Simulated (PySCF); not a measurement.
Job file and geometry (Å, from GFN2-xTB) of an NMR shielding run on SMILES CO[Si@@H](S)CC(C)(C)C, C6H16OSSi, GIAO PBE0/pcSseg-1 NMR shielding, non-relativistic, gas phase (PySCF); density fitting, a coarse starting grid and PySCF grid level 2 are the driver's defaults:

```
$ OMP_NUM_THREADS=1 python probes_run.py task.json out

{"job": {"kind": "nmr", "xc": "PBE0", "basis": "pcSseg-1"}, "charge": 0, "multiplicity": 1}
C      3.851566    -0.922297     0.836627
O      2.470988    -0.986480     0.627995
Si     1.450484     0.226861     0.311561
S      2.410332     1.471945    -1.180638
C     -0.072564    -0.679650    -0.354252
C     -1.435172    -0.010822    -0.143621
C     -1.794646     0.005916     1.341886
C     -2.496337    -0.819125    -0.900056
C     -1.424263     1.419037    -0.684843
H      4.065848    -0.541579     1.837231
H      4.253482    -1.930392     0.736206
H      4.324397    -0.267993     0.101726
H      1.289712     1.102161     1.474594
H      1.347431     2.176400    -1.527280
H      0.065749    -0.844523    -1.426306
H     -0.095897    -1.668625     0.106112
H     -1.071327     0.583121     1.910554
H     -2.777445     0.449221     1.488157
H     -1.812771    -1.005941     1.740107
H     -2.500492    -1.853231    -0.563104
H     -3.487143    -0.401797    -0.734154
H     -2.297347    -0.808249    -1.969501
H     -1.094567     1.431994    -1.721855
H     -0.758372     2.048833    -0.099566
H     -2.422580     1.849360    -0.641060
```

Question: What does the program print?

Answer: 
```
coarse grid: 20776 points
cycle   1  E = -1000.3471935621  dE =  8.397e-01  |g| = 7.789e-01  |ddm| = 4.258e+00
cycle   2  E = -1000.2245345705  dE =  1.227e-01  |g| = 1.124e+00  |ddm| = 1.772e+00
cycle   3  E = -1000.4737368838  dE = -2.492e-01  |g| = 1.406e-01  |ddm| = 1.196e+00
cycle   4  E = -1000.4775268339  dE = -3.790e-03  |g| = 3.834e-02  |ddm| = 1.495e-01
cycle   5  E = -1000.4778425395  dE = -3.157e-04  |g| = 8.805e-03  |ddm| = 4.205e-02
cycle   6  E = -1000.4778596642  dE = -1.712e-05  |g| = 3.679e-03  |ddm| = 1.358e-02
cycle   7  E = -1000.4778627145  dE = -3.050e-06  |g| = 4.861e-04  |ddm| = 3.774e-03
final grid: 188080 points
cycle   8  E = -1000.5467521406  dE = -8.140e-05  |g| = 1.319e-02  |ddm| = 4.716e-02
cycle   9  E = -1000.5467270249  dE =  2.512e-05  |g| = 1.716e-02  |ddm| = 2.515e-02
cycle  10  E = -1000.5467909465  dE = -6.392e-05  |g| = 1.848e-03  |ddm| = 1.507e-02
cycle  11  E = -1000.5467916153  dE = -6.688e-07  |g| = 3.357e-04  |ddm| = 1.903e-03
cycle  12  E = -1000.5467916362  dE = -2.097e-08  |g| = 1.123e-04  |ddm| = 4.431e-04
cycle  13  E = -1000.5467916388  dE = -2.563e-09  |g| = 3.768e-05  |ddm| = 1.312e-04
cycle  14  E = -1000.5467916391  dE = -3.058e-10  |g| = 3.571e-06  |ddm| = 3.230e-05
converged SCF energy = -1000.5467916391

GIAO shielding tensors (ppm)
atom      isotropic    diamagn.    paramagn.     s11        s22        s33       span
  0 C      133.567     239.531    -105.964    106.888    108.838    184.974     78.086
  1 O      319.881     401.584     -81.703    266.511    331.496    361.635     95.125
  2 Si     347.444     881.806    -534.362    305.384    343.948    393.001     87.617
  3 S      713.043    1059.690    -346.647    636.438    675.331    827.361    190.923
  4 C      144.609     257.821    -113.212    127.101    135.811    170.914     43.813
  5 C      155.952     243.548     -87.596    153.784    154.886    159.186      5.401
  6 C      154.799     249.481     -94.682    137.324    141.932    185.142     47.818
  7 C      149.465     247.914     -98.449    127.574    134.738    186.082     58.509
  8 C      153.704     251.524     -97.820    138.760    142.220    180.132     41.372
  9 H       28.025      26.668       1.358     23.757     25.186     35.132     11.375
 10 H       27.789      26.619       1.170     23.105     25.276     34.984     11.879
 11 H       28.055      27.223       0.832     22.294     27.703     34.167     11.873
 12 H       25.678      31.857      -6.179     22.737     24.599     29.698      6.962
 13 H       31.663      33.437      -1.774     23.439     29.549     42.001     18.562
 14 H       30.523      36.033      -5.510     26.765     30.897     33.909      7.144
 15 H       30.502      36.084      -5.581     25.954     31.121     34.432      8.478
 16 H       30.488      32.706      -2.218     25.976     29.979     35.509      9.533
 17 H       30.801      32.213      -1.412     27.047     28.114     37.241     10.194
 18 H       30.823      32.520      -1.697     27.547     28.150     36.772      9.225
 19 H       30.668      31.378      -0.711     27.094     28.281     36.628      9.534
 20 H       30.804      31.312      -0.507     26.984     27.986     37.443     10.459
 21 H       30.746      31.488      -0.742     27.051     28.668     36.519      9.468
 22 H       30.774      33.744      -2.970     26.900     29.978     35.445      8.545
 23 H       31.058      33.759      -2.701     27.133     30.456     35.585      8.452
 24 H       30.659      32.582      -1.924     26.655     28.429     36.892     10.238
```

Question: Turn these shieldings into chemical shifts. References, each an isolated molecule treated in the same way: 13C (σ = 186.93 ppm), 29Si (σ = 349.16 ppm), 1H (σ = 31.72 ppm) vs TMS; H2O for 17O (σ = 336.08 ppm); CS2 for 33S (σ = 503.73 ppm).

Answer: Averaging equivalent atoms: C 0: 53.4; C 4: 42.3; C 6/7/8: 34.3; C 5: 31.0; O 1: 16.2; Si 2: 1.7; S 3: -209; H 12: 6.04; H 9/10/11: 3.76; H 15: 1.21; H 14: 1.19; H 16/17/18/19/20/21/22/23/24: 0.96; H 13: 0.05 ppm. Experimental scales use liquid or dissolved standards, which lie at an offset from isolated H2O (liquid H2O: subtract about 36 ppm).

Size and cost of the density-fitted run: 247 basis functions, 45 s wall time on 1 thread of an Intel Xeon 6975P-C, shared host; peak memory 1.1 GiB.
